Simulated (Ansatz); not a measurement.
Reaction (substitution at a C–Si bond): `[SiH3]C[SiH2]Cl` + `O[SiH3]` → `[SiH3]OC[SiH2]Cl` + SiH₄

Calculated with Ansatz (gas phase, PBE0-D4/def2-TZVP geometries, no zero-point term in ΔE). CBS: MP2 limit from def2 TZ/QZ plus the TZ coupled-cluster correction, frozen cores. This one scheme is used for every species. Functionals use def2-TZVPP. B3LYP here is the variant with VWN-RPA as its local correlation; programs differ in this. One conformer a species, not always the lowest.

`[SiH3]C[SiH2]Cl`:

Cartesian coordinates in Å:
```
Si 0.604 -0.387 1.479
C 0.621 -0.119 -0.379
Si -1.000 0.442 -1.087
Cl -0.842 0.690 -3.127
H 1.941 -0.833 1.952
H 0.247 0.876 2.176
H -0.400 -1.424 1.838
H 1.386 0.626 -0.621
H 0.912 -1.055 -0.868
H -2.062 -0.564 -0.847
H -1.407 1.748 -0.515
```

`O[SiH3]`:

Cartesian coordinates in Å:
```
O -0.714 -1.057 0.128
Si 0.084 0.360 -0.141
H -0.307 -1.695 0.715
H 0.283 1.126 1.120
H -0.768 1.135 -1.071
H 1.422 0.130 -0.752
```

`[SiH3]OC[SiH2]Cl`:

Z-matrix (Å, degrees):
```
Si
O 1 1.649
H 1 1.480 2 106.4
H 1 1.489 2 110.3 3 -120.2
H 1 1.489 2 110.3 3 120.2
C 2 1.420 1 121.5 3 -179.8
Si 6 1.881 2 106.6 1 -179.8
H 6 1.098 2 111.5 1 -59.6
H 6 1.098 2 111.4 1 60.0
Cl 7 2.060 6 108.0 2 -179.8
H 7 1.481 6 110.6 2 61.6
H 7 1.481 6 110.6 2 -61.3
```

SiH₄:

Cartesian coordinates in Å:
```
Si 0.000 0.000 0.000
H 0.821 0.788 0.953
H 0.881 -0.902 -0.784
H -0.710 0.923 -0.921
H -0.992 -0.809 0.752
```

| level | ΔE (kJ/mol) | difference from CCSD(T)/CBS |
| --- | --- | --- |
| PBE-D4 | 110.8 | -6.1 |
| r2SCAN-D4 | 115.5 | -1.4 |
| PBE0-D4 | 115.1 | -1.8 |
| B3LYP-D4 | 104.6 | -12.3 |
| ωB97X-V | 107.8 | -9.1 |
| ωB97M-V | 113.2 | -3.7 |
| B2PLYP | 109.6 | -7.3 |
| PBE | 110.5 | -6.4 |
| r2SCAN | 115.7 | -1.2 |
| PBE0 | 114.9 | -2.0 |
| B3LYP | 103.9 | -13.0 |
| HF/def2-TZVPP | 100.8 | -16.1 |
| MP2/def2-TZVPP | 121.9 | 5.0 |
| SCS-MP2/def2-TZVPP | 113.1 | -3.8 |
| CCSD/def2-TZVPP | 111.9 | -5.0 |
| CCSD(T)/def2-TZVPP | 112.7 | -4.2 |
| HF/def2-QZVPP | 100.7 | -16.2 |
| MP2/def2-QZVPP | 124.4 | 7.5 |
| SCS-MP2/def2-QZVPP | 115.8 | -1.1 |
| HF/CBS(def2) | 100.7 | -16.2 |
| MP2/CBS(def2) | 126.2 | 9.3 |
| CCSD/CBS(def2) | 116.2 | -0.7 |
| CCSD(T)/CBS | 116.9 | 0 |

Largest T1 diagnostic among the species: 0.011.

From PBE to PBE0 (25 % exact exchange), in def2-TZVPP and without D4, ΔE moves by +4.4 kJ/mol. In def2-TZVPP, CCSD(T) changes the Hartree–Fock value by +11.9 kJ/mol (the triples alone add +0.8 kJ/mol) and MP2 by +21.2 kJ/mol.
